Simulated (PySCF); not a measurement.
## Diatomics of I with group 13

PBE0 with triple-zeta basis sets in PySCF, for the lowest determinant that a PBE0 search found; no spin–orbit coupling. De refers to high-spin ground-configuration atoms. A positive dipole means M(−)I(+).

| M | basis | state (unpaired electrons) | Re (Å) | ωe (cm⁻¹) | De (eV) | μ (D) |
| --- | --- | --- | --- | --- | --- | --- |
| B | def2-TZVPP | singlet (closed shell) | 2.131 | 582 | 3.76 | 1.40 |
| Al | def2-TZVPP | singlet (closed shell) | 2.552 | 313 | 3.94 | -1.77 |
| Ga | x2c-TZVPPall | singlet (closed shell) | 2.586 | 217 | 3.82 | -2.51 |
| In | x2c-TZVPPall | singlet (closed shell) | 2.772 | 176 | 3.67 | -3.35 |
| Tl | cc-pVTZ-PP | singlet (closed shell) | 2.849 | 148 | 3.57 | -4.50 |

Question: By what factor does the harmonic wavenumber vary along the series?

Answer: At PBE0 it runs from 148 cm⁻¹ (TlI) to 582 cm⁻¹ (BI), a factor of 3.93.

The rows differ in basis set, which adds steps of its own.

Down a group the atoms grow and get heavier, so bonds lengthen and wavenumbers fall; this series shows no clear exception.

These are scalar-relativistic numbers at best; spin–orbit coupling would shift them, the dissociation energy most.
